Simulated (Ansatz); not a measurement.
C3H7O2 (SMILES C[C](O)CO), doublet, geometry from GFN2-xTB. Base run: CCSD(T)/def2-SVP (Ansatz, a quantum-chemistry and plane-wave program).

Ansatz was given this input:
Ansatz 0.2 input:
```yaml
crystal:
  periodic: [false, false, false]
  atoms:
    - {symbol: C, position_ang: [1.38289072, -0.82437573, 0.53679913]}
    - {symbol: C, position_ang: [0.50950365, 0.09301209, -0.23765718]}
    - {symbol: O, position_ang: [0.84386230, 1.43063186, -0.17475057]}
    - {symbol: C, position_ang: [-0.85836591, -0.30056562, -0.65335888]}
    - {symbol: O, position_ang: [-1.77431808, -0.43610899, 0.44043898]}
    - {symbol: H, position_ang: [0.85160641, -1.25365403, 1.39124192]}
    - {symbol: H, position_ang: [1.71658133, -1.65698409, -0.08560365]}
    - {symbol: H, position_ang: [2.25033180, -0.27778887, 0.89490509]}
    - {symbol: H, position_ang: [0.23410632, 1.94603789, -0.71552314]}
    - {symbol: H, position_ang: [-0.85088573, -1.28963408, -1.11844561]}
    - {symbol: H, position_ang: [-1.26579534, 0.42763259, -1.37435551]}
    - {symbol: H, position_ang: [-1.69646917, 0.33978311, 1.00757527]}
basis:
  gaussian:
    orbitals: def2-SVP
magnetization: {spin_polarized: true, initial_magnetization: 1}
correlation: {method: ccsd_t}
```

Each row names what was changed in the base input (with any setting that the change needs).

| change | ΔE vs base (mEh) | MP2 correlation (Eh) | CC correlation without the perturbative part (Eh) | basis functions | core-seconds (rough) |
|---|---|---|---|---|---|
| base | 0.000 | -0.77153 | -0.82204 | 105 | 90 |
| method = mp2 | ? | -0.77153 | - | 105 | 3 |
| fitting = cc-pVTZ-JKFIT (mean field), cc-pVTZ-RIFIT (correlation) | 0.093 | -0.77145 | -0.82199 | 105 | 70 |
| diis_vectors = 2 | -0.001 | -0.77153 | -0.82204 | 105 | 90 |
| method = bccd | ? | -0.77153 | ? | 105 | 40 |
| accuracy = high | -0.006 | -0.77153 | -0.82204 | 105 | 100 |
| reference functional = pbe0 | 1.250 | - | -0.84211 | 105 | 70 |
| lower_state_search = off | 0.000 | -0.77153 | -0.82204 | 105 | 70 |
| method = ccsd | ? | -0.77153 | -0.82204 | 105 | 40 |
| electrons = all | -13.028 | -0.78539 | -0.83486 | 105 | 200 |

### Question
Complete the blanks.

### Answer

- method = mp2, ΔE vs base (mEh): 71.929
- method = bccd, ΔE vs base (mEh): 22.716
- method = bccd, CC correlation without the perturbative part (Eh): -0.82074
- method = ccsd, ΔE vs base (mEh): 21.414
